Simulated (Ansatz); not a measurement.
This singlet lies 2.94 eV below the relaxed triplet at the level frozen-core CCSD(T)/cc-pVTZ // B3LYP-D3(BJ)/def2-TZVP (Ansatz, a first-principles code).

A geometry relaxed with Ansatz with B3LYP-D3(BJ)/def2-TZVP, charge 0, multiplicity 1:

```xyz
4

Ge     0.8558     0.8483     0.4152
N     -0.7912    -0.0237     0.0528
C     -1.9326    -0.2591    -0.1103
F      1.8680    -0.5655     0.1814
```

Q: Write the SMILES of this molecule.

A: `[C-]#[N+][Ge][F]`
